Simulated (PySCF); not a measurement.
## Tl⁶⁶⁺: ionisation energy

Tl⁶⁶⁺ [Ne] 3s2 3p3 (4S) → Tl⁶⁷⁺ [Ne] 3s2 3p2 (3P), as a difference of total energies. Computed with PySCF 2.14 in an even-tempered Gaussian basis (17 s from 20 bohr⁻², ratio 2.5; 12 p from 26 bohr⁻², ratio 2.5; 4 d from 100 bohr⁻², ratio 2.7; 4 f from 150 bohr⁻², ratio 2.7), with the spin-free X2C one-electron Hamiltonian (Gaussian nucleus). Correlated levels: outer shells: 1s2 frozen; virtual orbitals above 40 to 60 times the deepest correlated orbital energy dropped. The calculations carry no spin-orbit coupling.

```tsv
method	ionisation energy (eV)
UHF	7758.9
MP2 (outer shells)	7759.6
SCS-MP2 (outer shells)	7759.3
CCSD (outer shells)	7759.5
CCSD(T) (outer shells)	7759.5
```

Spin-orbit coupling is strong in these open shells (close to jj coupling). The scalar numbers leave it out and a first-order estimate fails, so it can dominate the gap to the real levels.

The ground level that NIST lists for one species does not belong to the high-spin term computed here, so part of any gap is the choice of state.

Breit and QED terms and the two-electron picture change are absent.

For comparison: 7570 ± 40 eV (theoretical estimate listed by NIST; NIST Atomic Spectra Database, ionization energies).
